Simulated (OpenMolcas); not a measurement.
## Lines of Ar V: computed and rescaled rates

| Quantity | Value |
| --- | --- |
| Program | OpenMolcas 26.06 |
| Method | SS-CASPT2, IPEA 0.25 Eh, imaginary shift 0.1 Eh (closed shells correlated: 2s 2p 3s) |
| Basis | ANO-RCC-VQZP [6s5p3d2f1g] |
| Scalar Hamiltonian | DKH2, point nucleus |
| Active space | 2 electrons in 3 orbitals (3p) |
| State averaging | 2S+1 = 3 even, 3 roots; 2S+1 = 1 even, 6 roots |
| Spin-orbit coupling | state interaction with AMFI integrals over the reference wave functions, term energies averaged over their components |

Rates come from the transition moments of the reference wave functions (E1 and E2 in the length form). At fixed line strength A goes as λ^-3 for E1 and M1 and as λ^-5 for E2, so a rate at the computed wavelength can be rescaled to the measured one. Measured vacuum wavelengths follow from level energies in Saloman, J. Phys. Chem. Ref. Data 39, 033101 (2010). Branching counts decays inside the model space alone, at computed energies, and the table is only a selection of the E2 and M1 lines, drawn from those between levels with measured partners whose computed energy lies within a factor of 1.5 of the measured one.

| Upper | Lower | Type | λ computed (nm) | λ measured (nm) | A computed (s-1) | A rescaled (s-1) | Branching % |
| --- | --- | --- | --- | --- | --- | --- | --- |
| 3s² 3p² ¹S₀ | 3s² 3p² ³P₁ | M1 | 267.7 | 269.2 | 6.04e+00 |  | 58.8 |
| 3s² 3p² ¹S₀ | 3s² 3p² ¹D₂ | E2 | 453.3 | 462.7 | 4.15e+00 | 3.75e+00 | 40.4 |
| 3s² 3p² ¹D₂ | 3s² 3p² ³P₂ | M1 | 709.1 | 700.8 | 4.43e-01 |  | 69.9 |
| 3s² 3p² ¹D₂ | 3s² 3p² ³P₁ | M1 | 654 | 643.7 | 1.89e-01 |  | 29.8 |
| 3s² 3p² ¹S₀ | 3s² 3p² ³P₂ | E2 | 276.5 | 278.7 | 7.77e-02 |  | 0.8 |
| 3s² 3p² ³P₂ | 3s² 3p² ³P₁ | M1 | 8405 | 7902 | 2.27e-02 | 2.73e-02 | 100.0 |
| 3s² 3p² ³P₁ | 3s² 3p² ³P₀ | M1 | 14210 | 13100 | 6.28e-03 | 8.02e-03 | 100.0 |

Spin-changing lines and M1 lines between different terms are not rescaled, since their strength hangs on the term gaps too.

The largest correction is for 3s² 3p² ³P₁ → 3s² 3p² ³P₀ (M1): 6.28e-03 × (14210 / 13100)^3 = 8.02e-03 s-1, a factor of 1.28.

The computed rate and branching of 3s² 3p² ³P₁ → 3s² 3p² ³P₀ give the upper level a radiative lifetime of 1.000 / 6.28e-03 s-1 = 1.59e+02 s, counting decays inside the model space alone. The rescaled rate gives about 1.2e+02 s.

No measured rate stands beside these. Rescaling mends the energy factor alone: line strengths can still be far off where a level mixes with configurations outside the active space, and weak or spin-changing lines hang on small mixing coefficients that depend on the term gaps too, so rescaling need not improve them.

CASPT2 does not keep the components of a term degenerate, so their means are used; among the terms shown or strongly mixed into the levels shown the widest spread is 110 cm-1 (3s² 3p² ¹D). With the s shell closed, the reference lacks s² → p² mixing. Computed and measured levels are paired by configuration, term and J; levels that our copy of the source lacks, or whose pairing is in doubt (as where it misses far off the trend of its configuration), stay unpaired. Levels of configurations outside the active space are missing.
